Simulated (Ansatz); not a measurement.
Cost and result for the atomization energy of AlFH$_{2}$SeSiZn (`[F][Al]1[Zn][SiH2][Se]1`) (7 atoms, 7 bonds).

```xyz
7

F     2.436    2.163   -1.570
Al    1.127    1.248   -1.158
Zn   -1.101    0.254   -1.431
Si   -0.974   -0.893    0.678
Se    1.120    0.057    0.899
H    -1.795   -0.459    1.840
H    -0.813   -2.370    0.743
```

Total charge 0; spin multiplicity 1. For Zn the d shell is correlated and the shells below it are frozen. Correlated methods include outer-core shells of Se, which these sets cover unevenly. Scalar relativity is left out up to krypton. The geometry is a stationary point of PBE0-D4/def2-TZVP. Program: Ansatz. All runs use 4 threads of an Arm Neoverse V2 on a shared host. Times are those of one run each, without the atoms' runs, and a repeat can differ threefold. Electronic energies, without spin–orbit coupling; frozen cores. CCSD(T)/CBS adds CCSD(T) − MP2 in def2-TZVPP to the MP2 limit, and its time is that of the two runs behind it. T1 = 0.017. With those shells the extrapolation isn't a true limit.

CCSD(T)/CBS is a level of theory with its own doubt, some kJ/mol a heavy atom from the limit and from the frozen cores, so smaller differences don't rank the functionals.

```
                           level  functions  wall time  atomization (kcal/mol)  difference from CCSD(T)/CBS  per bond
            revPBE-D4/def2-TZVPP        255      3.4 s                   455.2                        -11.0      -1.6
 PBE-D4/def2-TZVPP (with forces)        255      3.9 s                   469.8                          3.6       0.5
             BHLYP-D4/def2-TZVPP        255        8 s                   442.8                        -23.4      -3.3
         CAM-B3LYP-D4/def2-TZVPP        255      8.5 s                   455.3                        -10.9      -1.6
           r2SCANh-D4/def2-TZVPP        255       11 s                   467.9                          1.7       0.2
               B2PLYP/def2-TZVPP        255       11 s                   451.3                        -14.9      -2.1
             PBE-QIDH/def2-TZVPP        255       12 s                   462.1                         -4.1      -0.6
                CCSD(T)/def2-SVP        123       12 s                   421.0                        -45.2      -6.5
              ωB97X-V/def2-TZVPP        255       16 s                   466.6                          0.4       0.1
ωB97M-V/def2-TZVPP (with forces)        255       25 s                   460.4                         -5.8      -0.8
                  MP2/def2-QZVPP        446       35 s                   474.1                          7.9       1.1
              CCSD(T)/def2-TZVPP        255    5.6 min                   447.8                        -18.4      -2.6
               CCSD(T)/CBS(def2)          –    6.1 min                   466.2                          0.0       0.0
```

From PBE to PBE0 (25 % exact exchange), in def2-TZVPP and without D4, the atomization energy moves by −7.4 kcal/mol: exact exchange takes away binding that semilocal exchange gives to molecules. In def2-TZVPP, CCSD(T) changes the Hartree–Fock value by +122.4 kcal/mol (the triples alone add +11.5 kcal/mol) and MP2 by +137.8 kcal/mol; breaking electron pairs costs correlation energy, which Hartree–Fock lacks. At CCSD(T), def2-SVP lies −45.2 kcal/mol from the extrapolated value and def2-TZVPP −18.4 kcal/mol: correlation converges slowly with the basis, and small sets miss more of it in the bonded molecule than in its fragments.

For some Ge, Se and Sn compounds the MP2-based and the directly extrapolated limit differ by 10 to 25 kJ/mol.
